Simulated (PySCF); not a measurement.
**Spin-rotation constants: `B[C@@H](C)CCOBF`, C4H11B2FO**

Cartesian coordinates in Å; atom numbers follow the order of the lines, from 1:
```xyz
19

B    -0.6904    1.6747    0.0181
C    -0.8045    0.1152    0.2473
C    -2.2918   -0.2811    0.3170
C    -0.0904   -0.7573   -0.7949
C     1.4209   -0.5283   -0.7992
O     1.9974   -0.9539    0.4281
B     2.3534   -0.1503    1.4074
F     2.2492    1.1804    1.2957
H    -1.0556    2.3945    0.8623
H    -0.3198    2.1186   -0.9975
H    -0.3765   -0.1323    1.2275
H    -2.7824   -0.0811   -0.6332
H    -2.8031    0.2848    1.0909
H    -2.3937   -1.3419    0.5385
H    -0.4698   -0.5316   -1.7930
H    -0.2788   -1.8141   -0.5879
H     1.6385    0.5307   -0.9673
H     1.8937   -1.1269   -1.5848
H     2.7938   -0.5908    2.3972
```

Method used: GIAO HF/pcSseg-1 magnetisability, rotational g tensor and spin-rotation constants, non-relativistic, gas phase in PySCF 2.14.0. Geometry: GFN2-xTB.

Problem. Give the nuclear spin-rotation constants along the inertial axes (H = +C I·J) beside the isotropic shieldings.

Solution. Rotational constants 3.0116, 1.3232, 1.1134 GHz. A star marks the isotopologue with that one atom substituted, in its own axes.
| atom | isotope | Caa (kHz) | Cbb (kHz) | Ccc (kHz) | mean (kHz) | σ (ppm) |
| --- | --- | --- | --- | --- | --- | --- |
| B1 | 11B | 0.429 | 0.567 | 0.482 | 0.493 | 31.7 |
| B7 | 11B | 0.575 | 0.319 | 0.245 | 0.380 | 90.4 |
| F8 | 19F | 1.955 | 1.664 | 0.940 | 1.520 | 311.7 |
| H9 | 1H | -0.300 | 0.111 | -0.073 | -0.088 | 25.1 |
| H10 | 1H | -0.307 | -0.112 | 0.116 | -0.101 | 25.0 |
| H11 | 1H | -0.203 | -0.153 | -0.022 | -0.126 | 31.0 |
| H12 | 1H | -0.173 | -0.144 | -0.053 | -0.124 | 31.6 |
| H13 | 1H | -0.304 | -0.025 | -0.091 | -0.140 | 30.9 |
| H14 | 1H | -0.332 | -0.058 | -0.054 | -0.148 | 30.9 |
| H15 | 1H | -0.202 | -0.134 | -0.037 | -0.125 | 30.8 |
| H16 | 1H | -0.314 | -0.052 | -0.053 | -0.140 | 30.4 |
| H17 | 1H | -0.291 | -0.023 | -0.043 | -0.119 | 27.9 |
| H18 | 1H | -0.287 | 0.035 | -0.095 | -0.116 | 28.1 |
| H19 | 1H | -0.147 | -0.133 | 0.002 | -0.093 | 28.5 |
| C2 | 13C* | 0.362 | 0.186 | 0.184 | 0.244 | 168.6 |
| C3 | 13C* | 0.364 | 0.153 | 0.147 | 0.222 | 180.0 |
| C4 | 13C* | 0.493 | 0.223 | 0.171 | 0.296 | 155.2 |
| C5 | 13C* | 0.555 | 0.299 | 0.191 | 0.348 | 132.8 |
| O6 | 17O* | -0.242 | -0.200 | -0.198 | -0.213 | 230.0 |

For the geometry as given, no vibrational averaging.

Problem. How do the rotational constants and the g tensor change when H9, H10, H11, H12, H13, H14, H15, H16, H17, H18, H19 are replaced by deuterium?

Solution. Constants 2.4659, 1.1387, 0.9743 GHz; g -0.0085, -0.0128, -0.0111, against -0.0103, -0.0147, -0.0126 before.
